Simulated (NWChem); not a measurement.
System: C3H9Al; SMILES [CH3][Al]([CH3])[CH3]

The following NWChem deck was run.

```
start job
memory heap 200 mb stack 900 mb global 1100 mb
geometry units angstroms noautoz
  Al     0.000217    -0.000520    -0.000875
  C     -0.089838     1.961801    -0.001947
  H     -0.611186     2.331164     0.899352
  H     -0.678177     2.331979    -0.860235
  H      0.895964     2.452064    -0.037417
  C     -1.654491    -1.059158    -0.000685
  H     -1.706352    -1.709178     0.891008
  H     -1.688717    -1.740369    -0.869494
  H     -2.571808    -0.449589    -0.019944
  C      1.744574    -0.903789     0.001949
  H      1.676047    -2.002652     0.036518
  H      2.357801    -0.580228     0.861675
  H      2.326746    -0.636211    -0.898041
end
basis spherical
  * library 6-31g*
end
dft
  xc xpbe96 cpbe96
  iterations 150
  mulliken
end
task dft energy
```

Parts of the log:

```
             Northwest Computational Chemistry Package (NWChem) 7.3.0
             --------------------------------------------------------

 C1  symmetry detected

                             Geometry "geometry" -> ""
                             -------------------------

 Output coordinates in angstroms (scale by  1.889725989 to convert to a.u.)

  No.       Tag          Charge          X              Y              Z
 ---- ---------------- ---------- -------------- -------------- --------------
    1 Al                  13.0000    -0.00006591    -0.00012881    -0.00057386
    2 C                    6.0000     1.83339993     0.70500782    -0.00027695
    3 H                    1.0000     2.01883340     1.31558292     0.90160172
    4 H                    1.0000     1.99921185     1.38084162    -0.85794117
    5 H                    1.0000     2.60990102    -0.07549708    -0.03604940
    6 C                    6.0000    -1.52707836     1.23559191    -0.00003369
    7 H                    1.0000    -2.16059807     1.07879772     0.89125769
    8 H                    1.0000    -2.18386299     1.05365440    -0.86927567
    9 H                    1.0000    -1.23837771     2.29848140    -0.01829902
   10 C                    6.0000    -0.30625554    -1.94047180     0.00053160
   11 H                    1.0000    -1.37054242    -2.22249405     0.03441006
   12 H                    1.0000     0.19403009    -2.42084261     0.86008151
   13 H                    1.0000     0.13186548    -2.40761732    -0.89965130

 Effective nuclear repulsion energy (a.u.)     150.4955722687

  pbe96 is a nonlocal functional; adding pw91lda local functional.

                                 NWChem DFT Module
                                 -----------------

 Summary of "ao basis" -> "ao basis" (spherical)
 ------------------------------------------------------------------------------
       Tag                 Description            Shells   Functions and Types
 ---------------- ------------------------------  ------  ---------------------
 Al                          6-31g*                  8       18   4s3p1d
 C                           6-31g*                  6       14   3s2p1d
 H                           6-31g*                  2        2   2s

            General Information
            -------------------
          SCF calculation type: DFT
          Wavefunction type:  closed shell.
          No. of atoms     :    13
          No. of electrons :    40
           Alpha electrons :    20
            Beta electrons :    20
          Charge           :     0
          Spin multiplicity:     1
          Use of symmetry is: off; symmetry adaption is: off
          Maximum number of iterations: 150
          AO basis - number of functions:    78
                     number of shells:    44
          Convergence on energy requested:  1.00D-06
          Convergence on density requested:  1.00D-05
          Convergence on gradient requested:  5.00D-04

              XC Information
              --------------
          PerdewBurkeErnzerhof Exchange Functional  1.000
            Perdew 1991 LDA Correlation Functional  1.000 local
           PerdewBurkeErnz. Correlation Functional  1.000 non-local

             Grid Information
             ----------------
          Grid used for XC integration:  medium
          Radial quadrature: Mura-Knowles
          Angular quadrature: Lebedev.
          Tag              B.-S. Rad. Rad. Pts. Rad. Cut. Ang. Pts.
          ---              ---------- --------- --------- ---------
          Al                  1.25       88           8.0       590
          C                   0.70       49          11.0       434
          H                   0.35       45          12.0       434
          Grid pruning is: on
          Number of quadrature shells:   640
          Spatial weights used:  Erf1

      Superposition of Atomic Density Guess
      -------------------------------------

 Sum of atomic energies:        -359.32350600

      Non-variational initial energy
      ------------------------------

 Total energy =    -361.362868
 1-e energy   =    -790.769603
 2-e energy   =     278.911162
 HOMO         =      -0.327628
 LUMO         =       0.025429

     ---------------------------------------------
      Total Density - Mulliken Population Analysis
     ---------------------------------------------

    Atom       Charge   Shell Charges
 -----------   ------   -------------------------------------------------------
    1 Al  13    11.98   2.00  2.00  5.97  0.80  0.78  0.18  0.13  0.12
    2 C    6     7.11   2.00  0.73  2.13  0.74  1.50  0.02
    3 H    1     0.74   0.45  0.29
    4 H    1     0.74   0.45  0.29
    5 H    1     0.74   0.45  0.29
    6 C    6     7.11   2.00  0.73  2.13  0.74  1.50  0.02
    7 H    1     0.74   0.45  0.29
    8 H    1     0.74   0.45  0.29
    9 H    1     0.74   0.45  0.29
   10 C    6     7.11   2.00  0.73  2.13  0.74  1.50  0.02
   11 H    1     0.74   0.45  0.29
   12 H    1     0.74   0.45  0.29
   13 H    1     0.74   0.45  0.29

   convergence    iter        energy       DeltaE   RMS-Dens  Diis-err
 ---------------- ----- ----------------- --------- --------- ---------
 d= 0,ls=0.0,diis     1   -361.7941088840 -5.12D+02  8.65D-03  3.69D-01
 d= 0,ls=0.0,diis     2   -361.8068778139 -1.28D-02  5.01D-03  1.86D-01
 d= 0,ls=0.0,diis     3   -361.8247882917 -1.79D-02  1.83D-03  5.19D-02
 d= 0,ls=0.0,diis     4   -361.8317823275 -6.99D-03  4.95D-05  1.15D-05
 d= 0,ls=0.0,diis     5   -361.8317837157 -1.39D-06  2.64D-05  2.57D-06
 d= 0,ls=0.0,diis     6   -361.8317841722 -4.56D-07  3.13D-06  2.02D-08

         Total DFT energy =     -361.831784172184
      One electron energy =     -795.976955183253
           Coulomb energy =      321.632957491916
    Exchange-Corr. energy =      -37.983358749531
 Nuclear repulsion energy =      150.495572268684

 Numeric. integr. density =       40.000007092772

[...]
```

Level: PBE/6-31G* (spherical d). Structure relaxed at the PBE0/def2-SVP level.
